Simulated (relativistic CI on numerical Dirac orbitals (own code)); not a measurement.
# Spin-orbit doublets in the photoemission of lead

Problem. Photoelectron lines from p, d and f shells are doublets, and peak fits need their splitting and area ratio. Find both for the 4f line of lead, from the calculated spin-orbit constant ζ(4f) = 1.379 eV of the closed-shell ion Pb²⁺ with one hole. Is the doublet resolved if instrument, lifetime and solid give each line a width of 1.5 eV (assumed)?

Working.
1. One hole with l = 3 gives j = 7/2 and j = 5/2. For a hole the level of higher j has the lower binding energy.
2. The splitting is (l + ½)ζ = 3.5 × 1.379 = 4.827 eV.
3. The areas follow 2j + 1: 8 : 6, so the weaker line has 0.750 of the stronger one's area, if the radial matrix elements are equal.
4. Splitting over width is 3.22: two separate peaks.

Check. The difference of tabulated binding energies of the element (N6 less N7; Elam, Ravel and Sieber, Radiat. Phys. Chem. 63, 121 (2002), rounded to 0.1 eV or more) is 4.8 eV.

All doublets of Pb²⁺, calculated as differences of Dirac-Coulomb-Breit total energies with one hole (eV):

```tsv
Shell	Calculated	Without Breit and QED	Tabulated, element
2p	2166	2189	2165.0
3p	488.6	493.5	488.0
3d	102.1	103.8	102.0
4p	120.4	121.7	118.4
4d	22.45	22.84	22.1
4f	4.845	5.019	4.8
5p	22.26	22.54	23.1
5d	2.551	2.604	2.6
```

The Breit and QED terms lower the splittings by 1.0 to 3.5 %.
